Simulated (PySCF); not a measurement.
Isomers of C4H6F2OSi. Level of theory: PySCF, TDDFT CAM-B3LYP/def2-SVPD, vertical, gas phase, core orbitals frozen in the response. Geometries: GFN2-xTB; one conformer of each isolated species. Triplets are in the Tamm–Dancoff approximation.

A. `FC(F)=C1CCO[SiH2]1`
B. `[SiH2](C#C)OCC(F)F`
C. `O=C/C([SiH3])=C\C(F)F`

Lowest singlet levels (six at most, fewer where fewer were computed) with oscillator strengths:

1. 209 nm (f 0.000); 196 nm (f 0.003); 191 nm (f 0.001); 172 nm (f 0.003); 157 nm (f 0.015); 153 nm (f 0.019); T1 5.02 eV
2. 183 nm (f 0.009); 181 nm (f 0.088); 174 nm (f 0.036); 172 nm (f 0.220); 162 nm (f 0.017); 161 nm (f 0.011); T1 4.36 eV
3. 346 nm (f 0.000); 225 nm (f 0.001); 206 nm (f 0.358); 182 nm (f 0.000); 180 nm (f 0.000); 171 nm (f 0.024); T1 3.07 eV

Problem. Match each spectrum to its molecule.

Solution. 1 = B, 2 = A, 3 = C.
- A: S1 at 6.78 eV, HOMO→LUMO+1 (84%), HOMO→LUMO+2 (9%); Löwdin shares by element: HOMO carbon 59% or more, fluorine 18% (atoms not listed hold the other 22%); LUMO carbon 35% or more, silicon 21% (atoms not listed hold the other 44%); HOMO -8.89 and LUMO 0.81 eV.
- B: S1 at 5.92 eV, HOMO→LUMO (78%); Löwdin shares by element: HOMO carbon 73% or more, silicon 9%, hydrogen 6% or more; LUMO carbon 43% or more, silicon 26%, hydrogen 7% or more (atoms not listed hold the other 24%); HOMO -9.94 and LUMO 0.28 eV.
- C: S1 at 3.59 eV, HOMO→LUMO (91%); Löwdin shares by element: HOMO oxygen 53%, carbon 26% or more, hydrogen 8% or more; LUMO carbon 62% or more, oxygen 20% (atoms not listed hold the other 18%); HOMO -9.41 and LUMO -1.51 eV; point group Cs, 3 of its 6 listed states under f = 0.0005.
